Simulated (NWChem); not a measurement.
System: SiHF cation, doublet; SMILES of the neutral closed-shell parent F[SiH]

Here is an NWChem input.

```
start job
memory heap 200 mb stack 900 mb global 1100 mb
charge 1
geometry units angstroms noautoz
  Si     0.138923     0.559288     0.000000
  H     -1.183743     1.315664     0.000000
  F     -0.030179    -1.002966     0.000000
end
basis spherical
  * library def2-tzvp
end
dft
  odft
  mult 2
  xc b3lyp
  iterations 150
  mulliken
end
task dft energy
```

Parts of the log:

```
             Northwest Computational Chemistry Package (NWChem) 7.3.0
             --------------------------------------------------------

 CS  symmetry detected

                             Geometry "geometry" -> ""
                             -------------------------

 Output coordinates in angstroms (scale by  1.889725989 to convert to a.u.)

  No.       Tag          Charge          X              Y              Z
 ---- ---------------- ---------- -------------- -------------- --------------
    1 Si                  14.0000     0.09298687     0.55918042     0.00000000
    2 H                    1.0000    -1.26296400     1.25412448     0.00000000
    3 F                    9.0000    -0.00431690    -1.00918338     0.00000000

 Effective nuclear repulsion energy (a.u.)      49.1330298085

      Symmetry information
      --------------------

 Group name             Cs
 Group number              2
 Group order               2
 No. of unique centers     3

                                 NWChem DFT Module
                                 -----------------

 Summary of "ao basis" -> "ao basis" (spherical)
 ------------------------------------------------------------------------------
       Tag                 Description            Shells   Functions and Types
 ---------------- ------------------------------  ------  ---------------------
 Si                        def2-tzvp                13       37   5s5p2d1f
 H                         def2-tzvp                 4        6   3s1p
 F                         def2-tzvp                11       31   5s3p2d1f

      Symmetry analysis of basis
      --------------------------

        a'         51
        a"         23

            General Information
            -------------------
          SCF calculation type: DFT
          Wavefunction type:  spin polarized.
          No. of atoms     :     3
          No. of electrons :    23
           Alpha electrons :    12
            Beta electrons :    11
          Charge           :     1
          Spin multiplicity:     2
          Use of symmetry is: on ; symmetry adaption is: on
          Maximum number of iterations: 150
          AO basis - number of functions:    74
                     number of shells:    28
          Convergence on energy requested:  1.00D-06
          Convergence on density requested:  1.00D-05
          Convergence on gradient requested:  5.00D-04

              XC Information
              --------------
                         B3LYP Method XC Potential
                     Hartree-Fock (Exact) Exchange  0.200
                        Slater Exchange Functional  0.800 local
                    Becke 1988 Exchange Functional  0.720 non-local
              Lee-Yang-Parr Correlation Functional  0.810
                  VWN I RPA Correlation Functional  0.190 local

             Grid Information
             ----------------
          Grid used for XC integration:  medium
          Radial quadrature: Mura-Knowles
          Angular quadrature: Lebedev.
          Tag              B.-S. Rad. Rad. Pts. Rad. Cut. Ang. Pts.
          ---              ---------- --------- --------- ---------
          Si                  1.10       88           8.0       590
          H                   0.35       45           8.0       434
          F                   0.50       49           8.0       434
          Grid pruning is: on
          Number of quadrature shells:   182
          Spatial weights used:  Erf1

      Superposition of Atomic Density Guess
      -------------------------------------

 Sum of atomic energies:        -388.75329807

 Renormalizing density from      24.00 to     23

      Non-variational initial energy
      ------------------------------

 Total energy =    -378.605720
 1-e energy   =    -611.133834
 2-e energy   =     183.395085
 HOMO         =      -0.567990
 LUMO         =      -0.416473

   Symmetry analysis of molecular orbitals - initial alpha
   -------------------------------------------------------

  Numbering of irreducible representations:

     1 a'          2 a"

  Orbital symmetries:

     1 a'          2 a'          3 a'          4 a'          5 a'
     6 a"          7 a'          8 a'          9 a'         10 a"
    11 a'         12 a'         13 a"         14 a'         15 a'
    16 a'         17 a'         18 a"         19 a"         20 a'
    21 a'         22 a"

   Symmetry analysis of molecular orbitals - initial beta
   ------------------------------------------------------

  Numbering of irreducible representations:

     1 a'          2 a"

  Orbital symmetries:

     1 a'          2 a'          3 a'          4 a'          5 a'
     6 a"          7 a'          8 a'          9 a'         10 a"
    11 a'         12 a'         13 a"         14 a'         15 a'
    16 a'         17 a'         18 a"         19 a"         20 a'
    21 a'         22 a"

     ---------------------------------------------
      Total Density - Mulliken Population Analysis
     ---------------------------------------------

    Atom       Charge   Shell Charges
 -----------   ------   -------------------------------------------------------
    1 Si  14    12.84   2.00  0.64  1.34  1.29  0.45  4.26  1.61  0.37  0.57  0.12  0.10  0.04  0.04
    2 H    1     0.69   0.16  0.38  0.14  0.01
    3 F    9     9.47   0.78  1.19  0.68  1.02  0.23  2.65  2.36  0.56  0.00  0.01  0.00

     --------------------------------------------
      Spin Density - Mulliken Population Analysis
     --------------------------------------------

    Atom       Charge   Shell Charges
 -----------   ------   -------------------------------------------------------
    1 Si  14     0.75   0.00  0.00 -0.01  0.15  0.08  0.01 -0.01  0.09  0.31  0.10  0.01  0.01  0.00
    2 H    1     0.23   0.05  0.13  0.05  0.00
    3 F    9     0.02   0.00 -0.00  0.00  0.00 -0.01  0.02  0.01 -0.01  0.00  0.00  0.00

[...]
```

Level: B3LYP/def2-TZVP, spin-unrestricted. In the optimisation the excess spin sits in a' (Cs, its own frame). Coordinates come from a PBE0/def2-SVP, spin-unrestricted optimisation. This spin state was assumed; another may lie lower. No stability test was run on the SCF state. B3LYP is NWChem's, with the RPA form of VWN correlation.
